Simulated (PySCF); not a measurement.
These are B3LYP-D3(BJ)/def2-TZVP // r2SCAN-D4/def2-SVP run with PySCF values and carry that method's errors. Gas-phase values, no solvent. B3LYP has the VWN-RPA correlation part, as in Gaussian. 

Reference species: [Zr(F)2(Br)2] (neutral, multiplicity 1).

```yaml
mean_distance_from_the_central_atom_to_its_bonded_neighbours: 2.190 Å
HOMO: -8.79 eV
```

Changed species: [Zr(F)3(Br)] (1 of 4 F replaced by Br; the reference has 2 of 4 F replaced by Br).

Question: What does the change do to the mean distance from the central atom to its bonded neighbours and HOMO?

Answer: the mean distance from the central atom to its bonded neighbours falls by 0.144 Å, to 2.046 Å; the HOMO drops by 0.23 eV, to -9.02 eV.
